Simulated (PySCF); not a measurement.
## Two-dimensional NMR puzzle

Compound of formula C₇H₁₁ClSi₂. Correlations simulated from computed shifts and the bond graph:

HSQC (one-bond C–H):
```tsv
δH	δC
2.96	45.6
2.09	36.0
1.90	104.6
1.70	30.3
1.57	13.6
1.12	13.6
1.04	30.3
```

COSY cross peaks (H two or three bonds apart, from the bond graph; peaks can be absent where the dihedral angle is near 90°):
```tsv
δH	δH
4.90	4.54
4.54	3.95
4.54	2.09
4.54	1.57
4.54	1.12
3.95	2.09
3.95	1.57
3.95	1.12
2.96	1.70
2.96	1.57
2.96	1.12
2.96	1.04
2.09	1.70
2.09	1.04
1.70	1.04
1.57	1.12
```

HMBC (two and three bonds, from the bond graph):
```tsv
δH	δC
4.90	104.6, 85.9, 65.6, 45.6, 36.0
4.54	104.6, 85.9, 65.6, 45.6, 36.0
4.54	65.6, 45.6, 36.0, 30.3, 13.6
3.95	65.6, 45.6, 36.0, 30.3, 13.6
2.96	65.6, 36.0, 30.3, 13.6
2.09	65.6, 45.6, 30.3, 13.6
1.90	85.9
1.70	65.6, 45.6, 36.0, 13.6
1.57	65.6, 45.6, 36.0, 30.3
1.12	65.6, 45.6, 36.0, 30.3
1.04	65.6, 45.6, 36.0, 13.6
```

Carbons without hydrogens: δ 85.9, 65.6.

PySCF calculation with coordinates at the GFN2-xTB level and shielding tensors at PBE0/pcSseg-1 (GIAO); no relativistic terms, one conformer, no solvent.

Shifts are taken against calculated references (same method and geometry level): $^{1}$H and $^{13}$C vs TMS.

Exchangeable hydrogens are left out of these lists.

Assemble the structure.

## Answers

`[SiH2](C#C)[C@@]1(Cl)[C@@H]2C[SiH2][C@H]1C2`.

Atoms are numbered as in `[CH:1]#[C:2][SiH2:3][C@@:4]1([Cl:5])[C@@H:6]2[CH2:7][SiH2:8][C@H:9]1[CH2:10]2` (H(Xn): hydrogen on atom n). Ha(C7), Ha(Si8) are cis to C10 on the ring; Ha(C10) is cis to C7 on the ring; Ha(Si3) is pro-R; Hb(Si3) is pro-S; Hb(C7), Hb(Si8) are trans to C10 on the ring; Hb(C10) is trans to C7 on the ring.

δC 104.6 is C1, a terminal alkyne carbon (δH 1.90). δC 85.9 is C2, an alkyne carbon. δC 65.6 is C4, a fully substituted sp3 carbon bonded to Cl and Si. δC 45.6 is C6, an sp3 CH in a ring (δH 2.96). δC 36.0 is C9, an sp3 CH bonded to Si (δH 2.09). δC 30.3 is C10, an sp3 CH2 in a ring (δH 1.70, 1.04). δC 13.6 is C7, an sp3 CH2 bonded to Si (δH 1.57, 1.12). HMBC from δH 4.90 reaches the proton-free carbons C2, C4. HMBC from δH 4.54 reaches the proton-free carbons C2, C4. HMBC from δH 4.54 reaches the proton-free carbon C4. HMBC from δH 3.95 reaches the proton-free carbon C4. COSY links 4.90–4.54, 4.54–3.95, 4.54–2.09, 4.54–1.57, 4.54–1.12, 3.95–2.09.

This is the structure that produced the data.

Carbons that carry Cl, above all several Cl atoms, come out too deshielded, partly because spin–orbit coupling is missing. Shifts are as computed. Against solution values, carbons near 30 ppm lie about +3 ppm off and those near 130 ppm about +5 ppm; carbons on Cl a further +6 ppm. Of 1211 compounds with measured shifts, 218 miss one by over three times the rms of a fit or turn the order of signals round; such compounds aren't used in these exercises.
